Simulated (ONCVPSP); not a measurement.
**Before and after: ONCV potential for As (Z = 33)**

arsenic, optimised norm-conserving Vanderbilt (ONCV), made with ONCVPSP 4.0.1 (PBE, scalar-relativistic). Core [Ar], reference 3d10 4s2 4p3. Waves: 4s: rc 1.70 bohr, ncon 4, nbas 8, qcut 5 1/bohr, 2 projectors, debl 2.6 Ha; 4p: rc 1.55 bohr, ncon 4, nbas 7, qcut 4.9 1/bohr, 2 projectors, debl 3 Ha; 3d: rc 0.70 bohr, ncon 4, nbas 9, qcut 20 1/bohr, 2 projectors, debl 3.7 Ha. Local part: polynomial inside 0.60 bohr (lpopt 5, dvloc0 1 Ha). Core correction: Teter function, fcfact 5.75, rcfact 1.3.

Change: d: rc 0.62.

Cutoffs: the cutoffs (Ha) at which the residual kinetic energy of the hardest occupied pseudo-wave falls to 1 and 0.1 mHa per electron; they do not see the model core or the augmentation charge, which bear on the density cutoff. Errors are all-electron minus pseudo energies relative to the spin-unpolarised reference configuration.

**Question.** How do hardness, ghosts and transferability respond?

**Answer.** The potential gets harder (174 Ha and 195 Ha → 192 Ha and 669 Ha); both files keep a bound ghost (s); the errors of the 4 common tests hardly move. A smaller radius makes the pseudo-wave follow the all-electron one further in, where it bends more sharply, so more plane waves are needed.

```csv
quantity,base,changed
"cutoff, loose",174 Ha,192 Ha
"cutoff, tight",195 Ha,669 Ha
loose cutoff by channel,"s 10 Ha, p 8.3 Ha, d 174 Ha","s 10 Ha, p 8.3 Ha, d 192 Ha"
bound ghosts,s,s
GHOST(+) flags under 300 eV,p at 19.3 eV,p at 19.3 eV
"error for 3d10 4s2 4p2, meV [ΔE 9.15 eV]",-0.9,-0.9
"error for 3d10 4s2 4p1, meV [ΔE 27.07 eV]",-2.1,-2.1
"error for 3d10 4s2 4p0, meV [ΔE 54.77 eV]",-1.6,-1.7
"error for 3d10 4s1 4p3, meV [ΔE 19.26 eV]",-0.6,-0.6
s: phases at 1.72 bohr within 0.05 rad from the reference energy up to (Ha; the scan ends near 5),4.7,4.7
p: phases at 1.57 bohr within 0.05 rad from the reference energy up to (Ha; the scan ends near 5),0.7,0.7
"rms error of d²Exc/dni dnj with the model core, mHa",1.55,1.57
```

 A true bound ghost makes a file unfit for plane-wave use even where its test errors are small: the radial tests pick states by their node count and pass the ghost by.
